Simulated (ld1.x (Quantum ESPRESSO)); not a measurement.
nickel (Ni): one change to an ultrasoft potential, before and after

- Element: Ni
- Generator: ld1.x (Quantum ESPRESSO) 7.5
- Type: ultrasoft
- Functional: PBEsol
- Relativity: scalar-relativistic
- Frozen core: [Ar]
- Valence charge: 10
- Reference configuration: 3d8 4s2 4p0
- Partial waves: 4s (bound): rcut 1.80, rcutus 2.25 bohr; 4s channel at 1.65 Ry: rcut 1.80, rcutus 2.25 bohr; 4p (bound, empty): rcut 1.95, rcutus 2.45 bohr; 4p channel at 1.5 Ry: rcut 1.95, rcutus 2.45 bohr; 3d (bound): rcut 0.85, rcutus 0.95 bohr; 3d channel at -0.05 Ry: rcut 0.85, rcutus 0.95 bohr
- Local potential: all-electron potential smoothed inside 2.15 bohr (lloc = -1)
- Core correction: Bessel-smoothed model core inside 0.85 bohr
- Augmentation charge: PSQ, inside the norm-conserving radii

Change: local potential all-electron potential smoothed inside 1.45 bohr (lloc = -1).

Cutoffs: the cutoffs (Ry, on a coarse ladder) from which the occupation-weighted sum of valence levels, in a spherical-Bessel basis at the reference potential, stays within 10 and 1 mRy of its value at 400 Ry; they do not see the model core or the augmentation charge, which bear on the density cutoff. Errors are all-electron minus pseudo energies relative to the spin-unpolarised reference configuration.

Task: How do hardness, ghosts and transferability respond?

Result: The potential gets neither clearly harder nor softer (160 Ry and 230 Ry → 160 Ry and 230 Ry); the errors of the 7 common tests hardly move; neither file shows a bound ghost.

| quantity | base | changed |
| --- | --- | --- |
| cutoff, loose | 160 Ry | 160 Ry |
| cutoff, tight | 230 Ry | 230 Ry |
| bound ghosts | none | none |
| error for 3d8 4s1 4p0, meV [ΔE 9.34 eV] | -5.7 | -5.0 |
| error for 3d8 4s0 4p0, meV [ΔE 26.60 eV] | -35 | -32 |
| error for 3d7 4s0 4p0, meV [ΔE 64.03 eV] | -184 | -179 |
| error for 3d7 4s2 4p0, meV [ΔE 16.15 eV] | -180 | -158 |
| error for 3d8.5 4s1.5 4p0, meV [ΔE -1.19 eV] | -27 | -25 |
| error for 3d8 4s1.5 4p0, meV [ΔE 3.73 eV] | -1.3 | -1.1 |
| error for 3d9 4s1 4p0, meV [ΔE -1.61 eV] | -86 | -81 |
| s: phases at 2.65 bohr within 0.05 rad from the reference energy up to (Ry; the scan ends near 5) | 4.0 | 4.3 |
| p: phases at 2.65 bohr within 0.05 rad from the reference energy up to (Ry; the scan ends near 5) | 4.5 | 4.3 |
| d: phases at 2.65 bohr within 0.05 rad from the reference energy up to (Ry; the scan ends near 5) | to the end of the scan | to the end of the scan |
| lowest overlap eigenvalue by channel | s 0.42, p 0.63, d 1.00 | s 0.34, p 0.54, d 0.98 |
